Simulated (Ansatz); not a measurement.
Consider the ligand exchange at the Ag–Br bond: `[Br][Ag]` + `[SiH3]N[SiH3]` → `[SiH3][N]([SiH3])[Ag]` + HBr.

Isolated molecules relaxed with PBE0-D4/def2-TZVP in Ansatz; ΔE leaves out vibrations. CBS: MP2 limit from def2 TZ/QZ plus the TZ coupled-cluster correction, frozen cores. This one scheme is used for every species. DFT in def2-TZVPP. B3LYP here is the variant with VWN-RPA as its local correlation; programs differ in this. HSE06 is defined as in plane-wave codes. def2 core potentials past Kr. For Ag, Br outer-core shells are correlated without core-valence functions, which leaves a few kJ/mol of doubt a bond. Scalar relativity is left out up to krypton.

`[Br][Ag]`:

Z-matrix (Å, degrees):
```
Br
Ag 1 2.409
```

`[SiH3]N[SiH3]`:

```xyz
10

Si   -1.088   -0.478   -1.012
N     0.457    0.032   -0.437
Si    0.926    0.474    1.164
H    -2.066   -0.246    0.079
H    -1.112   -1.920   -1.385
H    -1.486    0.294   -2.221
H     1.202    0.017   -1.120
H    -0.311    0.582    1.975
H     1.647    1.776    1.166
H     1.831   -0.530    1.792
```

`[SiH3][N]([SiH3])[Ag]`:

Cartesian coordinates in Å:
```
Si -0.110 -0.621 1.417
N 0.311 0.410 0.127
Si -0.067 0.259 -1.528
Ag 1.140 2.208 0.676
H 1.041 -0.838 2.345
H -1.217 -0.091 2.272
H -0.546 -1.949 0.893
H 1.110 0.577 -2.392
H -0.506 -1.136 -1.830
H -1.155 1.179 -1.982
```

HBr:

```xyz
2

Br    0.308   -0.414    0.488
H    -0.308    0.414   -0.488
```

**Question.** Is it downhill or uphill in electronic energy at CCSD(T)/CBS, and by how much? (Estimate.)

**Answer.** The calculation gave: Uphill: ΔE = +1.54 eV.

**Question.** What do these levels give: BLYP, B3LYP, HSE06, CAM-B3LYP, HF/def2-SVP, SCS-MP2/def2-TZVPP? (Estimate.)

**Answer.** The calculation gave: BLYP 1.53, B3LYP 1.64, HSE06 1.64, CAM-B3LYP 1.65, HF/def2-SVP 2.00, SCS-MP2/def2-TZVPP 1.42 eV.

Largest T1 diagnostic among the species: 0.019.

From r2SCAN to r2SCAN0 (25 % exact exchange), in def2-TZVPP and without D4, ΔE moves by +0.14 eV. In def2-TZVPP, CCSD(T) changes the Hartree–Fock value by −0.63 eV (the triples alone add −0.09 eV) and MP2 by −0.68 eV. At CCSD(T), def2-SVP lies −0.11 eV from the extrapolated value and def2-TZVPP −0.12 eV.
